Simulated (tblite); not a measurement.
C₅H₁₁ClGe.
Numbering: `[CH3:1][Ge@H:2]([CH2:3][Cl:4])[CH:5]1[CH2:6][CH2:7]1` (hydrogens: H8, H9, H10 on C1; H11 on Ge2; H12, H13 on C3; H14 on C5; H15, H16 on C6; H17, H18 on C7)

Computed with GFN2-xTB (tblite), gas phase: L-BFGS steps from a force-field or distance-geometry start until the largest atomic force falls under 0.01 eV/Å.

At the end of the run (lengths in Å): Ge2–C3 1.999, C1–Ge2 1.973, C6–H16 1.080, C1–H10 1.086, C6–H15 1.081, C1–H8 1.087, C3–H13 1.087, Ge2–C5–C7 120.2°, C1–Ge2–C5 113.2°, C3–Ge2–C5 108.5°, Ge2–C3–Cl4 107.3°, C1–Ge2–C3–Cl4 -60°, C1–Ge2–C5–C6 -33°, Ge2–C5–C6–C7 109°, H12–C3–Ge2–C1 -178°, H11–Ge2–C3–Cl4 -179°.

Problem. These geometries were met on the way; a selection of coordinates is given. Order them by energy above the end point, lowest first.
A. Ge2–C3 1.956, C1–Ge2 1.932, C6–H16 1.120, C1–H10 1.121, C6–H15 1.115, C1–H8 1.120, C3–H13 1.119, Ge2–C5–C7 111.6°, C1–Ge2–C5 108.1°, C3–Ge2–C5 104.5°, Ge2–C3–Cl4 111.2°, C1–Ge2–C3–Cl4 0°, C1–Ge2–C5–C6 -38°, Ge2–C5–C6–C7 98°, H12–C3–Ge2–C1 -121°, H11–Ge2–C3–Cl4 -123°
B. Ge2–C3 2.007, C1–Ge2 1.977, C6–H16 1.081, C1–H10 1.084, C6–H15 1.081, C1–H8 1.085, C3–H13 1.085, Ge2–C5–C7 117.4°, C1–Ge2–C5 109.9°, C3–Ge2–C5 104.5°, Ge2–C3–Cl4 111.3°, C1–Ge2–C3–Cl4 -6°, C1–Ge2–C5–C6 -37°, Ge2–C5–C6–C7 105°, H12–C3–Ge2–C1 -123°, H11–Ge2–C3–Cl4 -129°
C. Ge2–C3 2.005, C1–Ge2 1.966, C6–H16 1.084, C1–H10 1.087, C6–H15 1.082, C1–H8 1.091, C3–H13 1.087, Ge2–C5–C7 112.6°, C1–Ge2–C5 109.1°, C3–Ge2–C5 104.1°, Ge2–C3–Cl4 110.8°, C1–Ge2–C3–Cl4 -2°, C1–Ge2–C5–C6 -36°, Ge2–C5–C6–C7 99°, H12–C3–Ge2–C1 -119°, H11–Ge2–C3–Cl4 -124°
D. Ge2–C3 1.998, C1–Ge2 1.972, C6–H16 1.076, C1–H10 1.075, C6–H15 1.086, C1–H8 1.081, C3–H13 1.075, Ge2–C5–C7 111.8°, C1–Ge2–C5 108.5°, C3–Ge2–C5 104.3°, Ge2–C3–Cl4 110.0°, C1–Ge2–C3–Cl4 -1°, C1–Ge2–C5–C6 -38°, Ge2–C5–C6–C7 98°, H12–C3–Ge2–C1 -120°, H11–Ge2–C3–Cl4 -123°
E. Ge2–C3 2.010, C1–Ge2 1.971, C6–H16 1.082, C1–H10 1.087, C6–H15 1.081, C1–H8 1.087, C3–H13 1.088, Ge2–C5–C7 121.8°, C1–Ge2–C5 113.1°, C3–Ge2–C5 109.9°, Ge2–C3–Cl4 110.5°, C1–Ge2–C3–Cl4 -21°, C1–Ge2–C5–C6 -39°, Ge2–C5–C6–C7 111°, H12–C3–Ge2–C1 -139°, H11–Ge2–C3–Cl4 -141°

Solution. E (0.058 eV), B (0.094 eV), C (0.154 eV), D (0.252 eV), A (0.476 eV).

```csv
step,E above end (eV),"rms distance from the end, all atoms (Å)",largest force (eV/Å),rms shift of all bonds from the end (Å)
61,0.058,0.375,0.086,0.003
19,0.094,0.480,0.133,0.004
7,0.154,0.510,0.288,0.004
2,0.252,0.520,0.511,0.007
0,0.476,0.526,1.754,0.027
```

Rows stand in the order of the answer.
